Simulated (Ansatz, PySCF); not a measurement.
CaCl₂, SMILES [Ca]([Cl])[Cl] (connectivity only; charge and spin as stated), charge -1, multiplicity 2. Atoms are numbered in the order given.

```xyz
3

Ca     0.0000     0.0000    -0.7325
Cl     0.0000    -2.2747     0.4385
Cl     0.0000     2.2747     0.4385
```
Charge -1, spin multiplicity 2.

Geometry: B3LYP-D3(BJ)/def2-TZVPD. The multiplicity is an assumed one; other spin states were not compared. The isomer is the one that the SMILES or the coordinates give; other isomers of the formula were not compared.

Two levels are set side by side: PBE-D3(BJ)/def2-TZVPD (Ansatz, a first-principles code) and B3LYP-D3(BJ)/def2-TZVPD (Ansatz). Each level has its own optimised geometry; the coordinates shown are those of the second. Frequencies come from the Hessian of PySCF at each geometry. Differences are taken from unrounded values.

```csv
quantity,B3LYP-D3(BJ),PBE-D3(BJ),PBE-D3(BJ) minus B3LYP-D3(BJ)
mean bond length (Å),2.558,2.541,-0.017
bond Ca1–Cl2 (Å),2.558,2.541,-0.017
bond Ca1–Cl3 (Å),2.558,2.541,-0.017
highest harmonic wavenumber (cm⁻¹),318,319,1
mean harmonic wavenumber (cm⁻¹),215,215,1
zero-point energy (kcal/mol),0.92,0.92,0.00
```

Here PBE gives about what the other level gives.
